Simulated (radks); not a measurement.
Q: Isoelectronic series with 14 electrons, each ion in its NIST ground configuration. Calculated with a radial shooting solver on a logarithmic mesh with Libxc functionals: scalar-relativistic Kohn-Sham, SCAN, spin-unpolarised, spherical densities, finite nucleus; meta-GGA in the generalised Kohn-Sham scheme; Fermi nuclear charge, rms radius of each element as measured or else 0.836 A^(1/3) + 0.57 fm. Total energies (hartree) and orbital eigenvalues (hartree):

ion    configuration  E (hartree)         3p         3s         2p
Si      [Ne] 3s2 3p2   -289.98596   -0.15090   -0.41199   -3.59442
Cl3+    [Ne] 3s2 3p2   -458.77372   -1.66007   -2.19281   -8.82182
Ca6+    [Ne] 3s2 3p2   -668.41556   -4.25735   -5.06459  -16.41619
V9+     [Ne] 3s2 3p2   -919.08728   -7.88999   -8.98000  -26.31541
Fe12+   [Ne] 3s2 3p2  -1211.09158  -12.54643  -13.93284  -38.50955
Cu15+   [Ne] 3s2 3p2  -1544.81083  -18.22485  -19.92685  -53.00193
Ge18+   [Ne] 3s2 3p2  -1920.69559  -24.92742  -26.97050  -69.80167
Br21+   [Ne] 3s2 3p2  -2339.26510  -32.65848  -35.07533  -88.92150
Nb27+   [Ne] 3s2 3p2  -3306.88042  -51.23059  -54.52735  -134.1857
Ru30+   [Ne] 3s2 3p2  -3857.32061  -62.08678  -65.90995  -160.3679
Ag33+   [Ne] 3s2 3p2  -4453.25117  -74.00151  -78.42473  -188.9458
Sn36+   [Ne] 3s2 3p2  -5095.57519  -86.98485  -92.09577  -219.9436
I39+    [Ne] 3s2 3p2  -5785.29814  -101.0478  -106.9501  -253.3877
Ba42+   [Ne] 3s2 3p2   -6523.5298  -116.2024  -123.0179  -289.3066
Pr45+   [Ne] 3s2 3p2   -7311.4991  -132.4616  -140.3328  -327.7310
Sm48+   [Ne] 3s2 3p2   -8150.5224  -149.8393  -158.9320  -368.6937
Tb51+   [Ne] 3s2 3p2   -9042.1715  -168.3505  -178.8581  -412.2295
Er54+   [Ne] 3s2 3p2   -9987.9742  -188.0113  -200.1561  -458.3764
Lu57+   [Ne] 3s2 3p2  -10989.8329  -208.8388  -222.8790  -507.1729
W60+    [Ne] 3s2 3p2  -12049.8445  -230.8512  -247.0860  -558.6620
Ir63+   [Ne] 3s2 3p2  -13170.1689  -254.0679  -272.8409  -612.8878
Hg66+   [Ne] 3s2 3p2  -14353.3091  -278.5095  -300.2165  -669.8973
Bi69+   [Ne] 3s2 3p2  -15602.1012  -304.1981  -329.2958  -729.7407

Estimate the row of Sr24+ ([Ne] 3s2 3p2).

A: E (hartree) -2801.10703; 3p -41.42386; 3s -44.25545; 2p -110.3769.
